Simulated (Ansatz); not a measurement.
**Redistribution: CHBr3 + C2H3Br → CH2Br2 + C2H2Br2**

Species: CHBr3 `BrC(Br)Br`, singlet; C2H3Br `C=CBr`, singlet; CH2Br2 (dibromomethane) `BrCBr`, singlet; C2H2Br2 `Br/C=C\Br`, singlet. The partners trade Br for H; both sit on C, so the bond types are kept.

Shapes, held fixed at every level: PBE0-D4/def2-TZVP. Programs: Ansatz 0.2.0. The zero-point and thermal change to 298 K, harmonic and unscaled (PBE0-D4/def2-TZVP), is +1.7 kJ/mol.

```csv
level,kind,ΔH(298 K) (kJ/mol),less CCSD(T)/def2-TZVPP,CPU time (sum over the molecules)
r2SCAN-D4/def2-TZVPP,meta-GGA,-23.7,-1.0,54 s
BHLYP-D4/def2-TZVPP,global hybrid,-23.8,-1.1,37 s
PBE0-D4/def2-TZVPP,global hybrid,-25.1,-2.4,34 s
wB97M-V/def2-TZVPP,range-separated hybrid,-21.8,+0.9,2.1 min
MP2/def2-SVP,perturbation theory,-21.7,+1.0,–
CCSD(T)/def2-SVP,coupled cluster or CI,-21.9,+0.8,77 s
CCSD/def2-SVP,coupled cluster or CI,-23.0,-0.3,–
CCSD(T)/def2-TZVPP,coupled cluster or CI,-22.7,0.0,11 min
```

The highest level, CCSD(T)/def2-TZVPP, gives ΔH(298 K) = -22.7 kJ/mol; the levels span -25.1 to -21.7. The column of differences is taken from that level and isn't an error. No measured value is set beside it here. Relativity is left out for Br. Outer-core shells of Br are correlated, in sets that cover them unevenly. Times are processor times on shared x86 and Arm servers, and rough.
